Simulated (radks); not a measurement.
Results of a calculation; reference values are marked as such.
The silicon anion Si4-, [Ar], held by a Watson sphere: a shell of charge +4 at radius R that stands for the Madelung well of a crystal (potential energy -4/R inside, -4/r outside, in hartree with lengths in bohr). Level of theory: non-relativistic Kohn-Sham, LB94 model potential, spin-polarised, spherical densities, point nucleus (a radial shooting solver on a logarithmic mesh with Libxc functionals). Response by self-consistent Sternheimer equations with the Hartree and adiabatic LDA kernel. The sphere does not respond.

R (bohr)  e(2p) (eV)  e(3s) (eV)  e(3p) (eV)  <r> 3p (bohr)  sum of <r^2> (bohr^2)  X-ray form factor at sin(theta)/lambda = 0.3 1/angstrom  alpha (bohr^3)
1.99         -106.06     -19.158     -11.924          2.415                  53.54                                                    8.087           34.61
3.28         -104.46     -14.162      -8.554          3.129                  85.16                                                    8.195           94.74
3.97         -103.99     -12.514      -7.152          3.504                  104.4                                                    8.248           159.7
4.27         -103.75     -11.967      -6.637          3.667                  113.4                                                    8.254           198.8
4.56         -103.52     -11.518      -6.191          3.823                  122.4                                                    8.255           244.3
4.65         -103.45     -11.392      -6.061          3.871                  125.3                                                    8.255           260.1
